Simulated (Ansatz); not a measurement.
Relaxation of BrH7OW (10 atoms, charge 0, multiplicity 1), to a largest force component of 0.03 eV/Å in at most 50 steps.

These are results of RKS PBE-D4/def2-SVP (Ansatz), not measurements.

```xyz
10
Properties=species:S:1:pos:R:3
W -0.524 0.255 0.134
H -0.255 0.040 1.818
H 0.802 0.380 -0.866
O -0.770 2.048 -0.348
H -0.179 2.651 -0.839
H -1.861 -0.626 -0.467
H 0.901 -0.598 0.516
H -0.169 -1.038 -0.905
Br 2.452 1.625 1.992
H 1.551 0.450 1.639
```

Problem. Where does it end, and by what steps?

Solution. It converged. After 7 steps the energy has fallen by 0.067 eV; H10 moved furthest, 0.38 Å.

| step | energy less start (eV) | largest force component (eV/Å) | accepted |
| --- | --- | --- | --- |
| 0 | 0.0000 | 0.663 | yes |
| 1 | -0.0222 | 0.263 | yes |
| 2 | -0.0537 | 0.122 | yes |
| 3 | -0.0554 | 0.429 | yes |
| 4 | -0.0654 | 0.115 | yes |
| 5 | -0.0661 | 0.064 | yes |
| 6 | -0.0665 | 0.043 | yes |
| 7 | -0.0668 | 0.016 | yes |

```xyz
10
Properties=species:S:1:pos:R:3
W -0.517 0.253 0.174
H -0.477 -0.030 1.868
H 0.887 0.359 -0.717
O -0.735 2.047 -0.317
H -0.086 2.679 -0.681
H -1.823 -0.605 -0.516
H 0.835 -0.661 0.717
H -0.120 -1.000 -0.897
Br 2.269 1.724 1.744
H 1.714 0.421 1.299
```

Whether the end is a true minimum wasn't checked by a vibrational analysis.

Run time: 20 s on 2 threads of Arm Neoverse V2 (shared host), peak memory 0.16 GiB.
